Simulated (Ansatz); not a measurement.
Input file for Ansatz (a first-principles code): U-PBE0/def2-TZVPP on TiO, 2S+1 = 5, a spin state set in the input, which need not be the lowest.

Ansatz 0.2 input:
```yaml
crystal:
  periodic: [false, false, false]
  atoms:
    - {symbol: Ti, position_ang: [0.00000000, 0.00000000, 0.00000000]}
    - {symbol: O, position_ang: [0.00000000, 0.00000000, 2.14700000]}
basis:
  gaussian:
    orbitals: def2-TZVPP
hamiltonian:
  xc: {name: PBE0}
magnetization: {spin_polarized: true, initial_magnetization: 4}
relax: {f_tol: 0.002, max_steps: 120}
```

It printed:

```
Functional definition: PBE0
[...]
integrals: 0.02 GiB planned
663 factors; their error is unknown
mean field: 0.31 GiB planned
mean field evaluation 1: about -25147.9481 eV, gradient 2.9e1 eV
mean field evaluation 2: about -25144.2523 eV, gradient 4.2e1 eV
mean field evaluation 4: about -25150.8968 eV, gradient 3.4e0 eV
mean field evaluation 8: about -25150.9645 eV, gradient 1.3e-1 eV
mean field evaluation 16: about -25151.0983 eV, gradient 1.1e-2 eV
mean field evaluation 32: about -25151.3949 eV, gradient 3.8e-2 eV
mean field evaluation 64: about -25151.1603 eV, gradient 6.5e-1 eV
mean field -25151.39495623 eV, -924.2967164136 hartree, gradient 1.1e-9 eV, S^2 6.003684; 7 other end points of the search recorded, 0 dependent functions left out
the calculation of the forces begins
reference -25151.39499035 eV, -924.2967176676 hartree; 17, 13 occupied and 78, 82 virtual orbitals, 663 factors
relax step   1: F+E_penalty+E_count = -25151.39495623 eV  Δ(F+E_penalty+E_count) = +0.000e0 eV  max|allowed force component| = 2.480e0 eV/Å  Δτ_max = 0.0000 Å  (475 SCF iters, accepted)
these checks for a lower state are left out or cut short: starts, cluster_reference, orbital_swaps, neighbouring_geometries, increment
integrals: 0.02 GiB planned
663 factors; their error is unknown
mean field: 0.31 GiB planned
mean field evaluation 96: about -25151.4901 eV, gradient 4.5e0 eV
mean field evaluation 128: about -25151.7575 eV, gradient 5.3e-4 eV
mean field -25151.75749219 eV, -924.3100393644 hartree, gradient 1.9e-10 eV, S^2 6.003477; 1 other end points of the search recorded, 0 dependent functions left out
the calculation of the forces begins
reference -25151.75752679 eV, -924.3100406358 hartree; 17, 13 occupied and 78, 82 virtual orbitals, 663 factors
relax step   2: F+E_penalty+E_count = -25151.75749219 eV  Δ(F+E_penalty+E_count) = -3.625e-1 eV  max|allowed force component| = 3.743e-1 eV/Å  Δτ_max = 0.1114 Å  (379 SCF iters, accepted)
these checks for a lower state are left out or cut short: starts, cluster_reference, orbital_swaps, neighbouring_geometries, increment
integrals: 0.02 GiB planned
663 factors; their error is unknown
mean field: 0.31 GiB planned
mean field evaluation 160: about -25151.7499 eV, gradient 1.6e0 eV
mean field -25151.76109814 eV, -924.3101718805 hartree, gradient 1.9e-10 eV, S^2 6.003463; 0 other end points of the search recorded, 0 dependent functions left out
the calculation of the forces begins
reference -25151.76113270 eV, -924.3101731509 hartree; 17, 13 occupied and 78, 82 virtual orbitals, 663 factors
relax step   3: F+E_penalty+E_count = -25151.76109814 eV  Δ(F+E_penalty+E_count) = -3.606e-3 eV  max|allowed force component| = 1.534e-1 eV/Å  Δτ_max = 0.0068 Å  (256 SCF iters, accepted)
these checks for a lower state are left out or cut short: starts, cluster_reference, orbital_swaps, neighbouring_geometries, increment
integrals: 0.02 GiB planned
663 factors; their error is unknown
mean field: 0.32 GiB planned
mean field -25151.76178953 eV, -924.3101972889 hartree, gradient 6.3e-10 eV, S^2 6.003453; 0 other end points of the search recorded, 0 dependent functions left out
the calculation of the forces begins
reference -25151.76182408 eV, -924.3101985586 hartree; 17, 13 occupied and 78, 82 virtual orbitals, 663 factors
relax step   4: F+E_penalty+E_count = -25151.76178953 eV  Δ(F+E_penalty+E_count) = -6.914e-4 eV  max|allowed force component| = 4.150e-3 eV/Å  Δτ_max = 0.0046 Å  (238 SCF iters, accepted)
these checks for a lower state are left out or cut short: starts, cluster_reference, orbital_swaps, neighbouring_geometries, increment
integrals: 0.02 GiB planned
663 factors; their error is unknown
mean field: 0.31 GiB planned
mean field evaluation 192: about -25151.7618 eV, gradient 1.4e-5 eV
mean field -25151.76178972 eV, -924.3101972958 hartree, gradient 7.7e-6 eV, S^2 6.003454; 0 other end points of the search recorded, 0 dependent functions left out
the calculation of the forces begins
reference -25151.76182427 eV, -924.3101985655 hartree; 17, 13 occupied and 78, 82 virtual orbitals, 663 factors
relax step   5: F+E_penalty+E_count = -25151.76178972 eV  Δ(F+E_penalty+E_count) = -1.875e-7 eV  max|allowed force component| = 3.263e-3 eV/Å  Δτ_max = 0.0002 Å  (62 SCF iters, accepted)
these checks for a lower state are left out or cut short: starts, cluster_reference, orbital_swaps, neighbouring_geometries, increment
integrals: 0.02 GiB planned
663 factors; their error is unknown
mean field: 0.31 GiB planned
mean field -25151.76179003 eV, -924.3101973070 hartree, gradient 6.7e-6 eV, S^2 6.003454; 0 other end points of the search recorded, 0 dependent functions left out
the calculation of the forces begins
reference -25151.76182458 eV, -924.3101985767 hartree; 17, 13 occupied and 78, 82 virtual orbitals, 663 factors
relax step   6: F+E_penalty+E_count = -25151.76179003 eV  Δ(F+E_penalty+E_count) = -3.049e-7 eV  max|allowed force component| = 1.335e-6 eV/Å  Δτ_max = 0.0001 Å  (56 SCF iters, accepted)
integrals: 0.02 GiB planned
663 factors; their error is unknown
mean field: 0.31 GiB planned
mean field evaluation 224: about -25151.5792 eV, gradient 5.7e-3 eV
mean field evaluation 256: about -25151.7614 eV, gradient 2.6e-1 eV
mean field -25151.76179003 eV, -924.3101973070 hartree, gradient 3.1e-10 eV, S^2 6.003454; 8 other end points of the search recorded, 0 dependent functions left out
the calculation of the forces begins
reference -25151.76182458 eV, -924.3101985767 hartree; 17, 13 occupied and 78, 82 virtual orbitals, 663 factors
Total energy: -25151.76182458 eV, -924.3101985767 hartree
Atom 0 at    -0.000000     0.000000     0.122727 Å, force    -0.000000     0.000000    -0.000001 eV/Å
Atom 1 at     0.000000    -0.000000     2.024273 Å, force     0.000000    -0.000000     0.000001 eV/Å
Dipole moment:    -0.002756    -0.006079    -0.651749 e Å
```

The calculation finished and met its thresholds.

Cost: very roughly 4 core-minutes.
